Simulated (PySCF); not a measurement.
Precursor series Zn Br-H. Isolated molecules, 0 K electronic values unless said otherwise.

The HOMO–LUMO gap from two functionals at the same geometries (BP86-D3(BJ)/def2-SVP), both in PySCF: PBE-D3(BJ)/def2-TZVP and B3LYP-D3(BJ)/def2-TZVP. B3LYP has the VWN-RPA correlation part, as in Gaussian. 

| species | PBE-D3(BJ)/def2-TZVP (eV) |
|---|---|
| 0 of 2 Br replaced by H ([Zn(Br)2]) | 4.57 |
| 1 of 2 Br replaced by H ([Zn(Br)(H)]) | 5.64 |
| 2 of 2 Br replaced by H ([Zn(H)2]) | 5.46 |

Q: What does B3LYP-D3(BJ)/def2-TZVP give for each?

A: 
- 0 of 2 Br replaced by H ([Zn(Br)2]): 6.13
- 1 of 2 Br replaced by H ([Zn(Br)(H)]): 7.12
- 2 of 2 Br replaced by H ([Zn(H)2]): 6.88
Over these rows, drawn at random from the members with no instability flagged (it was tested for open shells, ions and some series alone), PBE minus B3LYP-D3(BJ): mean -1.49 eV, from -1.56 eV to -1.43 eV.
